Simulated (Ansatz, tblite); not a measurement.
Removing an electron: B3NH10 (relaxed from a model of B3H7(NH3), whose bonding it doesn't keep). Charge 0, multiplicity 1. Geometry: PBE0-D4/def2-SVP. Ansatz, gas phase; energy differences of separate SCF runs; the oxidised species was run as a doublet alone.

Cartesian coordinates in Å:
```
B 0.622 0.602 -1.045
B -1.059 0.266 -0.806
H -0.310 0.188 -1.910
B 0.010 0.426 0.667
N 0.379 -1.050 1.196
H 0.922 1.172 0.970
H 0.934 1.716 -1.394
H 1.482 -0.260 -1.126
H -1.849 1.159 -0.997
H -1.517 -0.860 -0.699
H -0.991 0.796 1.250
H -0.381 -1.696 0.971
H 1.219 -1.384 0.719
H 0.541 -1.074 2.203
```

The xTB rows come from tblite. HOMO above LUMO, or a gap near zero within one spin, warns that the state may not be the lowest or that an electron is smeared out.

```tsv
level	−HOMO (eV)	vertical IE (eV)	−LUMO (eV)	HOMO–LUMO gap (eV)
GFN1-xTB	11.13	14.15	5.20	5.93
GFN2-xTB	9.12	12.35	2.93	6.19
PBE0-D4/def2-TZVP	8.04	10.20	0.14	7.89
```

Problem. Estimate the rows for PBE-D4/def2-TZVP, r2SCAN-D4/def2-TZVP.

Solution. 
```csv
level,−HOMO (eV),vertical IE (eV),−LUMO (eV),HOMO–LUMO gap (eV),remarks
PBE-D4/def2-TZVP,6.67,9.82,0.99,5.68,gap within one spin near zero (+1 doublet)
r2SCAN-D4/def2-TZVP,6.98,9.96,0.23,6.75,–
```

  Raw xTB energy differences between charge states are shifted by several eV; the methods need an empirical correction for them.
